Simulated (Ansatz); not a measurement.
Geometry optimisation, RKS BHLYP-D4/def2-SVP in Ansatz.

The input (input.yaml):

```yaml
crystal:
  periodic: [false, false, false]
  atoms:
    - { symbol: B, position_ang: [0.0, 0.0, 0.0] }
    - { symbol: F, position_ang: [0.0, 0.0, 1.32] }
    - { symbol: "N", position_ang: [1.3423, 0.0, -0.775] }
    - { symbol: H, position_ang: [1.8089, -0.9179, -1.0268] }
    - { symbol: H, position_ang: [1.7937, 0.9179, -1.0532] }
    - { symbol: Cl, position_ang: [-1.6108, 0.0, -0.93] }
basis:
  gaussian: { orbitals: def2-SVP }
hamiltonian:
  xc: { name: BHLYP }
  dispersion: d4
relax:
  f_tol: 0.02
  max_steps: 40
```

Launched with:

```bash
$ ansatz run input.yaml --threads 1 --pin off --max-ram 2048MiB --backend cpu --events-out ev --progress --plain --runs-dir out
```

Where does it end, and by what steps?

The forces met the threshold. After 11 steps the energy has fallen by 1.511 eV; H4 moved furthest, 0.93 Å.

| step | energy less start (eV) | largest force component (eV/Å) | accepted |
| --- | --- | --- | --- |
| 0 | 0.0000 | 2.250 | yes |
| 1 | -0.5229 | 1.134 | yes |
| 2 | -0.6042 | 0.486 | yes |
| 3 | -0.7123 | 1.249 | yes |
| 4 | -0.8987 | 1.912 | yes |
| 5 | -1.1606 | 1.957 | yes |
| 6 | -1.3916 | 1.118 | yes |
| 7 | -1.5054 | 0.171 | yes |
| 8 | -1.5097 | 0.102 | yes |
| 9 | -1.5108 | 0.049 | yes |
| 10 | -1.5108 | 0.024 | yes |
| 11 | -1.5108 | 0.002 | yes |

```xyz
6
Properties=species:S:1:pos:R:3
B 0.055 -0.047 -0.068
F -0.020 -0.580 1.137
N 1.261 -0.001 -0.745
H 2.106 -0.367 -0.344
H 1.358 0.395 -1.660
Cl -1.426 0.601 -0.785
```

Whether the end is a true minimum wasn't checked by a vibrational analysis.

Time of the run: 28 s on 1 thread of Intel(R) Xeon(R) CPU @ 2.60GHz (Ice Lake) (shared host), peak memory 0.17 GiB.
